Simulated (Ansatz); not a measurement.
`COC` + `[InH3]` → `C[O+](C)[InH3-]`  (adduct formation)

Isolated molecules relaxed with PBE0-D4/def2-TZVP in Ansatz; ΔE leaves out vibrations. CCSD(T)/CBS adds triple-zeta CCSD(T) − MP2 to the extrapolated MP2 energy (def2 sets, frozen cores). DFT in def2-TZVPP. B3LYP here is the variant with VWN-RPA as its local correlation; programs differ in this. HSE06 is defined as in plane-wave codes. def2 core potentials past Kr. For In outer-core shells are correlated without core-valence functions, which leaves a few kJ/mol of doubt a bond.

| level | ΔE (kcal/mol) | difference from CCSD(T)/CBS |
| --- | --- | --- |
| LDA (SPW92) | -18.6 | -1.0 |
| revPBE-D4 | -13.3 | 4.3 |
| BLYP-D4 | -14.0 | 3.6 |
| B97M-V | -15.7 | 1.9 |
| PBE0-D4 | -14.5 | 3.1 |
| B3LYP-D4 | -14.6 | 3.0 |
| r2SCANh-D4 | -15.6 | 2.0 |
| r2SCAN0-D4 | -15.6 | 2.0 |
| HSE06-D4 | -14.3 | 3.3 |
| BHLYP-D4 | -15.8 | 1.8 |
| CAM-B3LYP-D4 | -15.4 | 2.2 |
| ωB97X-V | -15.4 | 2.2 |
| ωB97M-V | -15.6 | 2.0 |
| B2PLYP | -13.3 | 4.3 |
| PBE-QIDH | -14.9 | 2.7 |
| PBE | -11.6 | 6.0 |
| revPBE | -7.8 | 9.8 |
| BLYP | -9.1 | 8.5 |
| r2SCAN | -15.0 | 2.6 |
| PBE0 | -12.3 | 5.3 |
| B3LYP | -10.7 | 6.9 |
| r2SCANh | -14.9 | 2.7 |
| CAM-B3LYP | -13.1 | 4.5 |
| LC-ωPBE | -12.9 | 4.7 |
| RPA@PBE/def2-TZVPP | -15.2 | 2.4 |
| HF/def2-SVP | -12.9 | 4.7 |
| MP2/def2-SVP | -18.4 | -0.8 |
| CCSD/def2-SVP | -17.3 | 0.3 |
| CCSD(T)/def2-SVP | -17.9 | -0.3 |
| HF/def2-TZVPP | -10.4 | 7.2 |
| MP2/def2-TZVPP | -16.7 | 0.9 |
| SCS-MP2/def2-TZVPP | -15.3 | 2.3 |
| CCSD/def2-TZVPP | -15.3 | 2.3 |
| CCSD(T)/def2-TZVPP | -16.1 | 1.5 |
| HF/def2-QZVPP | -10.3 | 7.3 |
| MP2/def2-QZVPP | -17.6 | 0.0 |
| SCS-MP2/def2-QZVPP | -16.0 | 1.6 |
| HF/CBS(def2) | -10.3 | 7.3 |
| MP2/CBS(def2) | -18.2 | -0.6 |
| CCSD/CBS(def2) | -16.8 | 0.8 |
| CCSD(T)/CBS | -17.6 | 0 |

Largest T1 diagnostic among the species: 0.014.

In def2-TZVPP, CCSD(T) changes the Hartree–Fock value by −5.7 kcal/mol (the triples alone add −0.8 kcal/mol) and MP2 by −6.3 kcal/mol. The D4 term adds −3.9 kcal/mol with B3LYP and −2.1 kcal/mol with PBE0; it sums over pairs of atoms, weighted by their polarisabilities, and B3LYP, whose exchange is more repulsive, gets the larger term. Leaving LDA and LC-ωPBE aside and taking each functional with its dispersion term where it has one, the values spread over 2.5 kcal/mol, from BHLYP-D4 to revPBE-D4. LDA lies −7.0 kcal/mol from PBE without D4.
